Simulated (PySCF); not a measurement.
Co (cobalt, neutral): r2SCAN calculation

Configuration: [Ar] 3d6 4s2 5s1, high-spin 6D determinant (an excited configuration). Calculation: PySCF 2.14, in aug-cc-pVQZ (9s8p6d4f3g2h, 140 functions); the non-relativistic Hamiltonian (point nucleus).

```json
{
 "Total energy": "-1382.322 hartree",
 "One-electron energy": "-1902.186 hartree",
 "Hartree (Coulomb) energy": "578.705 hartree",
 "Exchange-correlation energy": "-58.840 hartree",
 "Kinetic energy": "1380.49878 hartree",
 "⟨S²⟩": "8.7587",
 "⟨L²⟩": "6.013",
 "Sum of ⟨r⟩": "26.85 bohr",
 "Sum of ⟨r²⟩": "92.39 bohr²",
 "Traceless quadrupole moment −½Σ⟨3z² − r²⟩ along its main axis": "0.0468 e·bohr²",
 "Density at the nucleus (Gaussians lack the cusp)": "13300 bohr⁻³",
 "Spin density at the nucleus": "2.08 bohr⁻³",
 "Langevin diamagnetic susceptibility": "-73.2 ×10⁻⁶ cm³/mol",
 "Time after the integrals": "about 14 core-seconds"
}
```

```
shell  electrons  mean orbital energy (hartree)  spread (hartree)  rms radius, mean of both spins (bohr)
 1s α          1                     -277.57068                 0                                 0.0659
 1s β          1                     -277.56961                 0                                 0.0659
 2s α          1                      -33.29877                 0                                  0.280
 2s β          1                      -33.18701                 0                                  0.280
 2p α          3                      -28.90365           0.03922                                  0.250
 2p β          3                      -28.81962           0.01550                                  0.250
 3s α          1                       -4.32207                 0                                  0.835
 3s β          1                       -4.08137                 0                                  0.835
 3p α          3                       -2.98370           0.07575                                  0.881
 3p β          3                       -2.74720           0.01761                                  0.881
 3d α          5                       -0.79564           0.08952                                   1.09
 3d β          1                       -0.63684                 0                                   1.09
 4s α          1                       -0.40269                 0                                   2.75
 4s β          1                       -0.37198                 0                                   2.75
 5s α          1                       -0.06473                 0                                   7.97
```

The outer electron is Rydberg-like, and this basis confines it to a smaller radius and binds it less than a complete one would.
